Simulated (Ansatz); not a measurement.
Species: H₆AlN₃, SMILES `[NH2][Al]([NH2])[NH2]` (charge 0, multiplicity 1), formula H6AlN3.

Q: How many basis functions does frozen-core CCSD(T)/cc-pVTZ // B3LYP-D3(BJ)/def2-TZVP (Ansatz, an electronic-structure program) use, how many core orbitals are frozen, and how many electrons are correlated?

A: 208 basis functions and 8 frozen orbitals, which leaves 24 correlated electrons. Core time is of the order of seconds.
